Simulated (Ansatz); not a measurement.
Basis-set extrapolation for CH6ClNOSi (`N[SiH](O)CCl`) (PBE0-D4/def2-TZVP geometry, frozen core, Ansatz 0.2.0). Multiplicity 1, RHF reference.

```csv
,def2-TZVPP,def2-QZVPP
HF,-919.302606,-919.333169
MP2 correlation,-0.940065,-1.016322
CCSD(T) correlation,-1.023549,not run
```

Energies in hartree. Use E(X) = E(∞) + A·exp(−7.88·√X) for Hartree–Fock and E(X) = E(∞) + B·X^(−2.97) for correlation, with X = 3 and 4, and add CCSD(T) minus MP2 of the smaller set to the MP2 limit.

Problem. What is the CCSD(T) energy at the basis-set limit?

Solution. HF limit: -919.333169 + (-0.030563) × 0.13774 = -919.33738. MP2 limit: -1.016322 + (-0.076257) × 0.74074 = -1.07281. Higher-order term: -1.023549 − (-0.940065) = -0.08348. Total: -920.49367 hartree, 439.8 kJ/mol below CCSD(T)/def2-TZVPP.
